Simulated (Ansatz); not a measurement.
The cluster Ge₃O₃ (the lowest singlet isomer of a short search) was relaxed with r2SCAN-D4 (def2-SVP, def2-SVPD) in Ansatz in these states: charge -1 doublet, neutral singlet. The geometries follow in no particular order.

A:

| atom | x (Å) | y (Å) | z (Å) |
| --- | --- | --- | --- |
| Ge1 | 0.6849 | 1.0579 | -1.2479 |
| Ge2 | 1.4299 | -0.6482 | 0.8228 |
| Ge3 | -1.7671 | -0.0620 | 0.5849 |
| O4 | -0.3187 | -0.6647 | 1.4602 |
| O5 | 1.0428 | -0.7422 | -0.9865 |
| O6 | -1.0717 | 1.0593 | -0.6335 |

B:

| atom | x (Å) | y (Å) | z (Å) |
| --- | --- | --- | --- |
| Ge1 | -1.9451 | 0.1188 | 0.0574 |
| Ge2 | 0.9006 | -1.5852 | 0.6906 |
| Ge3 | 1.0445 | 1.4666 | -0.7473 |
| O4 | 1.6015 | -0.1028 | -0.0578 |
| O5 | -0.8600 | -1.2060 | 0.6199 |
| O6 | -0.7416 | 1.3087 | -0.5628 |

Question: Judge from the bond lengths which geometry belongs to which state (an estimate).

Answer: A is the charge -1 doublet (Ge2–O4 1.861 Å, Ge1–O6 1.861 Å, Ge1–O5 1.854 Å); B is the neutral singlet (Ge2–O4 1.802 Å, Ge1–O6 1.802 Å, Ge1–O5 1.802 Å).

At r2SCAN-D4/def2-SVPD the highest occupied level of the relaxed charge -1 doublet lies above zero (up to 0.18 eV). By energy differences its removal costs 1.02 eV (each at its own geometry, to the charge 0 singlet, at PBE0-D4/def2-TZVPD). These are the stationary points nearest to one start from a short search; other shapes may lie lower in each state.
